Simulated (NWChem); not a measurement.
Molecule: diselenium (Se₂, triplet); SMILES [Se]=[Se]

All runs: NWChem. Pople sets run with spherical d functions. Spin-unrestricted. This build's default masses of Se (78.918 u) and Br (79.917 u) are each other's, which moves their modes by up to 0.6 %. No stability test was run on the SCF state. Each level has its own optimisation; frequencies are unscaled.

For level PBE0/def2-SVP:

```yaml
highest harmonic frequency (cm⁻¹): 407
```

### Question
How do the values read with level B3LYP/6-31G* instead?

### Answer
| Property | Value |
|---|---|
| highest harmonic frequency (cm⁻¹) | 386 |
